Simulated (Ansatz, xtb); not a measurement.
**C5H5BOSe: which of two isomers lies lower**

Structure I: `Bc1c[se]c(C=O)c1`, a singlet. Structure II: `Bc1[se]ccc1C=O`, a singlet. Both are isolated molecules in the gas phase, relaxed with B3LYP-D3(BJ)/def2-SVP; the shapes shown needn't be the lowest conformers.

I (Å):

```yaml
atoms:
  - { symbol: C, position_ang: [-1.1217, 0.9034, -1.4930] }
  - { symbol: C, position_ang: [-2.0438, 0.3371, -0.6161] }
  - { symbol: C, position_ang: [0.3271, -0.5892, -0.3252] }
  - { symbol: C, position_ang: [1.5259, -1.3100, 0.0915] }
  - { symbol: C, position_ang: [0.1999, 0.3634, -1.3055] }
  - { symbol: B, position_ang: [-1.5116, 1.9728, -2.5206] }
  - { symbol: O, position_ang: [1.5551, -2.1425, 0.9723] }
  - { symbol: Se, position_ang: [-1.3266, -0.9292, 0.5255] }
  - { symbol: H, position_ang: [-2.6545, 2.3533, -2.5903] }
  - { symbol: H, position_ang: [-0.6810, 2.4381, -3.2625] }
  - { symbol: H, position_ang: [-3.1046, 0.5869, -0.5704] }
  - { symbol: H, position_ang: [2.4468, -1.0283, -0.4809] }
  - { symbol: H, position_ang: [1.0527, 0.6902, -1.9060] }
```

II (Å):

```
atom    x (Å)    y (Å)    z (Å)
   C  -0.0037   0.6528   2.2480
   C  -0.6039   2.2379   0.2645
   C  -0.3060   0.9508  -0.1102
   C   0.0224   0.0808   0.9689
   C   0.3665  -1.3398   0.7152
   B   0.2833   0.0511   3.6190
   O   0.3878  -1.8279  -0.3932
  Se  -0.4884   2.4695   2.1036
   H   0.1998   0.7377   4.6070
   H   0.5943  -1.1069   3.7333
   H  -0.8800   3.0601  -0.3959
   H  -0.3129   0.5973  -1.1423
   H   0.6088  -1.9439   1.6198
```

Quicker runs give these differences E(II) − E(I): GFN2-xTB +8.63 kJ/mol; HF/STO-3G −6.38 kJ/mol (at GFN2-xTB geometries); r2SCAN-D4/def2-SVP −6.17 kJ/mol (at GFN2-xTB geometries).

**Question.** Estimate E(II) − E(I) at the level CCSD(T)/def2-SVP + ΔMP2/def2-TZVPP.

**Answer.** CCSD(T)/def2-SVP + ΔMP2/def2-TZVPP gives E(II) − E(I) = −4.64 kJ/mol, slightly favouring structure II, which is too small a margin to settle the true order.

Level by level:

```
                             level               geometry  E(II) − E(I) (kJ/mol)  departure from the last row (kJ/mol)  job, with rough time for the two
                          GFN2-xTB               GFN2-xTB                   +8.63                                +13.27              optimisation, 0.59 s
                         HF/STO-3G               GFN2-xTB                   −6.38                                 −1.74                 single point, 3 s
                r2SCAN-D4/def2-SVP               GFN2-xTB                   −6.17                                 −1.53                single point, 16 s
             B3LYP-D3(BJ)/def2-SVP  B3LYP-D3(BJ)/def2-SVP                   −4.46                                 +0.18             optimisation, 3.2 min
                       HF/def2-SVP  B3LYP-D3(BJ)/def2-SVP                   +2.92                                 +7.56           part of the CCSD(T) run
                      MP2/def2-SVP  B3LYP-D3(BJ)/def2-SVP                   −8.65                                 −4.01           part of the CCSD(T) run
                  CCSD(T)/def2-SVP  B3LYP-D3(BJ)/def2-SVP                   −5.24                                 −0.60                      single point
CCSD(T)/def2-SVP + ΔMP2/def2-TZVPP  B3LYP-D3(BJ)/def2-SVP                   −4.64                                                   single point, 7.7 min
```

As drawn, both hold the same kinds of bond in the same numbers.

GFN2-xTB, HF/def2-SVP put the two in the other order. The largest departure from CCSD(T)/def2-SVP + ΔMP2/def2-TZVPP is that of GFN2-xTB, 13.27 kJ/mol. The last row adds to CCSD(T) the change of the MP2 difference between the two basis sets, here +0.60 kJ/mol.

With thermal terms from frequencies at re-optimised GFN2-xTB minima (ideal gas, soft modes damped towards free rotors, one conformer each, 298.15 K, 1 atm): the zero-point term adds +0.17 kJ/mol; ΔH is −4.37 and ΔG −4.73 kJ/mol.

The correlated steps freeze 16 core orbitals; the filled d shell of Se is correlated, in a basis made for valence electrons. Codes used: Ansatz 0.2.0, xtb 6.7.1; the last row on 2 threads of Intel(R) Xeon(R) Processor @ 2.50GHz (Skylake/Cascade Lake) on a shared host.
